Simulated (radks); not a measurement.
Au XX, 60 electrons, occupied as [Kr] 4d10 4f12 5s2. Calculated with a radial shooting solver on a logarithmic mesh with Libxc functionals: Dirac Kohn-Sham, relativistic LDA (MacDonald-Vosko exchange, VWN5 correlation), spin-unpolarised, spherical densities, finite nucleus; open shells fill j = l - 1/2 first; Fermi nuclear charge, rms radius 5.4371 fm. Some entries of the table are withheld. Estimate them.

orbital  occ.  eigenvalue (eV)  r(max) (bohr)  <r> (bohr)
1s1/2       2        -80509.99        0.01048         (1)
2s1/2       2        -14601.79        0.06065     0.07075
2p1/2       2        -14037.86        0.04463     0.05820
2p3/2       4        -12226.55        0.05198     0.06670
3s1/2       2        -3803.888         0.1705      0.1838
3p1/2       2        -3547.501         0.1590      0.1739
3p3/2       4        -3146.718         0.1739      0.1895
3d3/2       4        -2717.145         0.1352      0.1649
3d5/2       6        -2630.401         0.1393      0.1696
4s1/2       2        -1176.633         0.3826      0.4044
4p1/2       2              (2)         0.3802      0.4056
4p3/2       4              (3)         0.4103      0.4377
4d3/2       4        -785.0037         0.4013      0.4413
4d5/2       6        -765.9955         0.4104      0.4513
4f5/2       6        -530.0596            (4)      0.4556
4f7/2       6        -525.6835            (5)      0.4605
5s1/2       2        -504.6966         0.7946      0.8188

Answer. 
(1) 1s1/2 <r> (bohr): 0.01695
(2) 4p1/2 eigenvalue (eV): -1066.312
(3) 4p3/2 eigenvalue (eV): -967.1909
(4) 4f5/2 r(max) (bohr): 0.3619
(5) 4f7/2 r(max) (bohr): 0.3659
